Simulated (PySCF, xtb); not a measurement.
## BBeHS: which of two isomers lies lower

Structure X is `[Be]1[BH][S]1`, a singlet and structure Y is `[BeH][B]=S`, a singlet. Both are isolated molecules in the gas phase, relaxed with B3LYP/6-31G*.

X (Å):

```xyz
4

B    -0.2468    0.4363    0.3477
Be    1.0422   -0.5684   -0.1856
S     1.5148    1.1081    0.4647
H    -1.1914    1.0656    0.6944
```

Y (Å):

```json
{"atom": "B", "x (Å)": "-1.1787", "y (Å)": "-0.2029", "z (Å)": "0.1741"}
{"atom": "Be", "x (Å)": "0.5598", "y (Å)": "-0.6389", "z (Å)": "-0.2134"}
{"atom": "S", "x (Å)": "-2.7170", "y (Å)": "0.1789", "z (Å)": "0.5087"}
{"atom": "H", "x (Å)": "1.8155", "y (Å)": "-0.9560", "z (Å)": "-0.4949"}
```

Quicker runs give these differences E(Y) − E(X): GFN2-xTB −0.892 eV; HF/STO-3G −0.729 eV (at GFN2-xTB geometries); r2SCAN-D4/def2-SVP −0.953 eV (at GFN2-xTB geometries).

Problem. Estimate E(Y) − E(X) at the level CCSD(T)/def2-TZVPP.

Solution. Calculated at CCSD(T)/def2-TZVPP: E(Y) − E(X) = −1.036 eV, so structure Y lies lower.

The same difference at several levels:

| level | geometry | E(Y) − E(X) (eV) | departure from the last row (eV) | job, with rough time for the two |
| --- | --- | --- | --- | --- |
| GFN2-xTB | GFN2-xTB | −0.892 | +0.144 | optimisation, 0.22 s |
| HF/STO-3G | GFN2-xTB | −0.729 | +0.307 | single point, 2 s |
| r2SCAN-D4/def2-SVP | GFN2-xTB | −0.953 | +0.083 | single point, 6.5 s |
| B3LYP/6-31G* | B3LYP/6-31G* | −0.950 | +0.086 | optimisation, 25 s |
| HF/def2-TZVPP | B3LYP/6-31G* | −1.200 | −0.164 | part of the CCSD(T) run |
| MP2/def2-TZVPP | B3LYP/6-31G* | −0.999 | +0.037 | part of the CCSD(T) run |
| CCSD(T)/def2-TZVPP | B3LYP/6-31G* | −1.036 |  | single point, 40 s |

As drawn, Y has 1 B=S, 1 Be–H in place of 1 B–S, 1 Be–S, 1 B–H. Structure X has a 3-membered ring, Y no ring.

None of the levels shown reverses the order. The largest departure from CCSD(T)/def2-TZVPP is that of HF/STO-3G, 0.307 eV.

With thermal terms from frequencies at re-optimised GFN2-xTB minima (ideal gas, soft modes damped towards free rotors, one conformer each, 298.15 K, 1 atm): the zero-point term adds −0.093 eV; ΔH is −1.093 and ΔG −1.123 eV.

The correlated steps freeze 6 core orbitals; the last core shell of Be is correlated, in a basis made for valence electrons. Codes used: PySCF 2.14.0, xtb 6.7.1 (Pople sets with spherical d functions); the last row on 2 threads of Intel(R) Xeon(R) Processor @ 2.70GHz on a shared host.
